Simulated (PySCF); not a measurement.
Compounds:

A. SMILES C=C(C)C(=O)OC(C)C
B. SMILES FC(F)C1(F)CCC1
C. `InChI=1S/C7H11FSi2/c1-10-7-3-2-5(9)4-6(7)8/h2-4H,10H2,1,9H3`

Spectrum 1. 13C{1H} NMR (computed): δ 121.7 (CH, td, J = 302.9, 40.9 Hz), 96.4 (C, dt, J = 269.7, 24.9 Hz), 30.2 (CH2, dt, J = 21.7, 3.7 Hz), 11.7 (CH2, d, J = 11.1 Hz).

Spectrum 2. 13C{1H} NMR (computed): δ 171.1 (C), 144.5 (C), 135.6 (CH2), 66.8 (CH), 24.5 (CH3), 21.6 (CH3).

Spectrum 3. 13C{1H} NMR (computed): δ 176.6 (C), 140.1 (C), 139.2 (CH), 135.8 (CH), 127.6 (C), 126.9 (CH), -9.6 (CH3).

- GFN2-xTB geometry
- J: B3LYP/pcJ-1 (spin–dipole term left out of most H,H and C,H couplings)
- PBE0/pcSseg-1 with gauge-including orbitals
- code: PySCF 2.14.0 with density-fitted response routines
- non-relativistic, single conformer, averaged over atoms made equivalent by symmetry, fast rotation or ring inversion, gas phase

Chemical shifts δ = σref − σ; 13C against TMS, all at this level. Splittings of carbon signals by F and P are missing where no couplings were computed. One-bond C–F couplings are unscaled and too large by tens of Hz. Shifts are as computed. Against solution values, carbons near 30 ppm lie about +3 ppm off and those near 130 ppm about +5 ppm. Of 1211 compounds with measured shifts, 218 miss one by over three times the rms of a fit or turn the order of signals round; such compounds aren't used in these exercises.

Task: Which spectrum belongs to which compound?

Result: 1–B, 2–A, 3–C.

- Spectrum 1 (B): 4 13C signals; δC 121.7 is an sp3 CH bonded to 2 F; δC 96.4 is a fully substituted sp3 carbon bonded to F.
- Spectrum 2 (A): 6 13C signals; δC 171.1 is an ester carbonyl carbon; δC 144.5 is an α carbon of a C=C–C=O unit.
- Spectrum 3 (C): 7 13C signals; δC 176.6 is an aromatic carbon bearing fluorine; δC 139.2 is an aromatic CH.
